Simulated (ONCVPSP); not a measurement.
# Potentials for lithium (Li) compared

Generated with ld1.x 7.5 (TM, RRKJ, ultrasoft, PAW), atompaw 4.2 or ONCVPSP 4.0.1. The cutoff is in Ry: for ld1.x and atompaw files where the sum of valence levels is converged to 10 mRy in a Bessel basis, for ONCV files where the hardest occupied wave has 1 mHa per electron of residual kinetic energy. The error is the largest all-electron minus pseudo excitation energy over each file’s own four to seven test configurations (ionisations up to +4, promotions, holes and added fractions of an electron), all of which were solved. The labels leave out finer settings (local radius, basis sizes, second energies), which also bear on the numbers. Spin-polarised tests are not counted. The rows are a selection from randomly drawn settings: files with unsolved tests, undetermined cutoffs or missed reference levels are left out.

```csv
potential,cutoff (Ry),largest error (meV),bound ghosts
"ONCV, PBE, scalar-relativistic, rc 1.05/4.00/3.65 (spd), local smoothed, core correction no, reference 1s2 2s0.5 2p0.5, qcut 13.2/1.8/2.8, projectors 3/2/3",114,+14,none
"ONCV, LDA (Perdew-Zunger), non-relativistic, rc 1.25/1.30/1.35 (spd), local smoothed, core correction no, reference 1s2 2s1, qcut 10.4/6.9/7.4, projectors 2/3/2",73,+985,none
"ONCV, PBE, scalar-relativistic, rc 0.95/0.90/0.85 (spd), local smoothed, core correction no, reference 1s2 2s1, qcut 16.5/11/11.2, projectors 2/2/3",149,+263,none
"ONCV, BLYP, scalar-relativistic, rc 1.00/0.85/0.85 (spd), local smoothed, core correction no, reference 1s2 2s1, qcut 14.1/10.8/9.9, projectors 2/2/2",129,+356,none
"ONCV, PBE, scalar-relativistic, rc 1.15/4.00/3.45 (spd), local smoothed, core correction no, reference 1s2 2s0.75 2p0.25, qcut 11.2/2/2.7, projectors 2/3/2",84,+822,none
"ONCV, LDA (Perdew-Wang 92), scalar-relativistic, rc 1.30/1.05 (sp), local smoothed, core correction no, reference 1s2 2s1, qcut 8.5/6.4, projectors 2/2",56,+1393,none
```

Question: Fill in the row for Li: ONCV, PBE, scalar-relativistic, rc 1.10/0.85/0.85 (spd), local p, core correction no, reference 1s2 2s1, qcut 9.1/11.5/11.9, projectors 2/0/2.

Answer: cutoff 75 Ry, largest error +876 meV, bound ghosts: none.
